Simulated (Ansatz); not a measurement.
Ansatz (a quantum-chemistry and plane-wave program) input (RPA@PBE/cc-pVQZ):

Ansatz 0.2 input:
```yaml
crystal:
  periodic: [false, false, false]
  atoms:
    - {symbol: C, position_ang: [-1.84654988, 0.17801064, 0.27515393]}
    - {symbol: C, position_ang: [-0.50047735, -0.03177211, -0.19799215]}
    - {symbol: O, position_ang: [-0.20916285, -0.37836689, -1.32634448]}
    - {symbol: O, position_ang: [0.42080695, 0.20361409, 0.76904635]}
    - {symbol: C, position_ang: [1.78530811, 0.01618117, 0.37533574]}
    - {symbol: H, position_ang: [-2.66019230, 0.01830819, -0.41477663]}
    - {symbol: H, position_ang: [-2.03765266, 0.48653027, 1.29178543]}
    - {symbol: H, position_ang: [2.04276713, 0.68685391, -0.44432986]}
    - {symbol: H, position_ang: [2.37891561, 0.24357599, 1.25638025]}
    - {symbol: H, position_ang: [1.95332415, -1.01176415, 0.05434072]}
basis:
  gaussian:
    orbitals: cc-pVQZ
hamiltonian:
  xc: pbe
magnetization: {spin_polarized: true, initial_magnetization: 1}
correlation: {method: rpa, electrons: outside_noble_gas}
```

End of the output:

```
integrals: 2.82 GiB planned
2520 factors; integrals over basis functions are off by at most 1.2e-3 eV
mean field: 4.24 GiB planned
mean field evaluation 1: about -7270.1604 eV, gradient 5.0e1 eV
mean field evaluation 2: about -7270.1574 eV, gradient 5.0e1 eV
mean field evaluation 4: about -7272.6625 eV, gradient 4.2e1 eV
mean field evaluation 8: about -7280.0032 eV, gradient 5.5e-1 eV
mean field evaluation 16: about -7280.0041 eV, gradient 3.7e-3 eV
mean field evaluation 32: about -7279.7872 eV, gradient 2.9e0 eV
mean field -7280.00412894 eV, -267.5352171746 hartree, gradient 5.1e-6 eV, S^2 0.754484; 2 other end points of the search recorded, 0 dependent functions left out
5 core orbitals not correlated
reference -7245.36911591 eV, -266.2624039222 hartree; 15, 14 occupied and 405, 406 virtual orbitals, 2520 factors
Total energy: -7289.42637114 eV, -267.8814781887 hartree
```

It need not be the lowest isomer of its formula.
